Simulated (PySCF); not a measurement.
Z-matrix (Å, degrees):
```
Si
C 1 1.8860
H 2 1.0913 1 111.38
H 2 1.0913 3 108.05 1 -122.62
H 2 1.0958 3 107.88 4 -116.40
C 1 1.8860 2 110.06 3 59.12
H 6 1.0913 1 111.37 2 -58.81
H 6 1.0913 7 108.05 1 122.63
H 6 1.0958 7 107.89 8 116.40
C 1 1.8860 2 110.05 3 -179.43
H 10 1.0913 1 111.38 2 59.02
H 10 1.0913 11 108.05 1 -122.62
H 10 1.0958 11 107.89 12 -116.40
```
Charge 0, spin multiplicity 2.

**Question.** Estimate the total energy, highest occupied spin orbital and dipole moment that M06-2X/def2-TZVP // B3LYP-D3(BJ)/def2-TZVP (PySCF) returns for this input.

**Answer.** 
- total energy = -409.1722 Ha
- highest occupied spin orbital = -6.13 eV
- dipole moment = 0.50 D
